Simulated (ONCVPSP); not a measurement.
**manganese (Mn): excitation energies, all-electron against ONCV**

```
Element                 : Mn (Z = 25)
Generator               : ONCVPSP 4.0.1
Type                    : optimised norm-conserving Vanderbilt (ONCV)
Functional              : PBEsol
Relativity              : scalar-relativistic
Frozen core             : [Ne]
Valence charge          : 15
Reference configuration : 3s2 3p6 3d5.5 4s1.5
Partial waves           : 3s+4s: rc 1.55 bohr, ncon 3, nbas 6, qcut 7.9 1/bohr, 3 projectors, debl 1.7 Ha; 3p: rc 1.25 bohr, ncon 4, nbas 8, qcut 12.5 1/bohr, 2 projectors, debl 3.4 Ha; 3d: rc 1.60 bohr, ncon 4, nbas 8, qcut 10.1 1/bohr, 1 projector
Local potential         : polynomial inside 1.05 bohr (lpopt 5, dvloc0 2 Ha)
Core correction         : Teter function, fcfact 5, rcfact 1.2
```

Energies are relative to the spin-unpolarised reference configuration 3s2 3p6 3d5.5 4s1.5; without spin polarisation the order of configurations can differ from experiment.

```json
{"valence configuration": "3s2 3p6 3d5 4s0", "charge": "+2", "ΔE all-electron (eV)": "24.430", "error AE − PS (meV)": "-5.9"}
{"valence configuration": "3s2 3p6 3d5 4s1.5", "charge": "+0.5", "ΔE all-electron (eV)": "3.856", "error AE − PS (meV)": "+1.3"}
```

(1) What are ΔE and the potential's error for 3s2 3p6 3d5 4s2?

(2) What are ΔE and the potential's error for 3s2 3p6 3d5 4s1?

Levels in the configuration 3s2 3p6 3d5 4s0:

```json
{"level": "3s", "all-electron (eV)": "-103.418", "pseudo (eV)": "-103.482"}
{"level": "3p", "all-electron (eV)": "-72.273", "pseudo (eV)": "-72.312"}
{"level": "3d", "all-electron (eV)": "-24.281", "pseudo (eV)": "-24.300"}
```

## Answers

(1) ΔE = 0.485 eV all-electron; the error (AE − PS) is +3.5 meV.

(2) ΔE = 8.918 eV all-electron; the error (AE − PS) is -1.0 meV.
